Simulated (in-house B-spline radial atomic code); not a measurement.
Configurations of the tin ion Sn³⁺, with energies counted from [Kr] 4d10 5s1. Method: Dirac-Hartree-Fock, average of configuration, Fermi nucleus of rms radius 4.6519 fm. Calculated with a B-spline radial code for spherical atoms. Energies include first-order Breit, QED and recoil terms.

Occupations are held fixed; configurations that lie above the ionisation limit could autoionise.

| configuration | E - E(ref) (eV) | highest orbital | its <r> (bohr) |
| --- | --- | --- | --- |
| [Kr] 4d10 5p1 | 8.7694 | 5p3/2 | 2.583 |
| [Kr] 4d10 7s1 | 28.124 | 7s1/2 | 7.397 |
| [Kr] 4d10 9p1 | 34.478 | 9p3/2 | 16.97 |
| [Kr] 4d10 9g1 | 36.559 | 9g7/2 | 27.84 |
| [Kr] 4d9 5s1 9g1 | 59.87 | 9g7/2 | 27.79 |
| [Ar] 3d10 4s2 4p5 4d10 5s1 5d1 | 115.99 | 5d5/2 | 3.404 |
| [Ar] 3d10 4s2 4p5 4d10 5s1 6g1 | 130.33 | 6g7/2 | 10.95 |
| [Ar] 3d10 4s2 4p5 4d10 5s1 7f1 | 131.51 | 7f5/2 | 14.98 |
| [Ar] 3d10 4s2 4p5 4d10 5s1 8f1 | 132.69 | 8f5/2 | 20.32 |
| [Ar] 3d9 4s2 4p6 4d10 4f1 5s1 | 513.53 | 4f5/2 | 3.67 |
| [Ar] 3d9 4s2 4p6 4d10 5s1 7g1 | 523.84 | 7g7/2 | 15.82 |
| [Ar] 3d9 4s2 4p6 4d10 5s1 9f1 | 525.39 | 9f5/2 | 26.41 |

(1) Order these further configurations by energy, lowest first.
A. [Kr] 4d9 5s1 8p1
B. [Ar] 3d9 4s2 4p6 4d10 5s1 7p1
C. [Ar] 3d10 4s2 4p5 4d10 5s1 8g1
D. [Kr] 4d9 5s1 8f1
E. [Ar] 3d9 4s2 4p6 4d10 5s1 6f1

(2) How far above the reference does [Ar] 3d9 4s2 4p6 4d10 5s1 9p1 lie?

(3) How far above the reference does [Ar] 3d9 4s2 4p6 4d10 5s2 lie?

(4) How far above the reference does [Kr] 4d9 5s1 5g1 lie?

(5) One of these lies 33.99 eV from the reference. Which?
A. [Kr] 4d9 5s1 7f1
B. [Kr] 4d10 9s1
C. [Kr] 4d9 5s1 6p1
D. [Kr] 4d10 7g1

## Answers

(1) A (55.885 eV), D (58.882 eV), C (132.98 eV), B (518.38 eV), E (521.62 eV).

(2) 523.45 eV; its least bound orbital is 9p3/2 with <r> = 16.71 bohr.

(3) 487.19 eV; its least bound orbital is 5s1/2 with <r> = 2.095 bohr.

(4) 53.842 eV; its least bound orbital is 5g7/2 with <r> = 6.847 bohr.

(5) B.
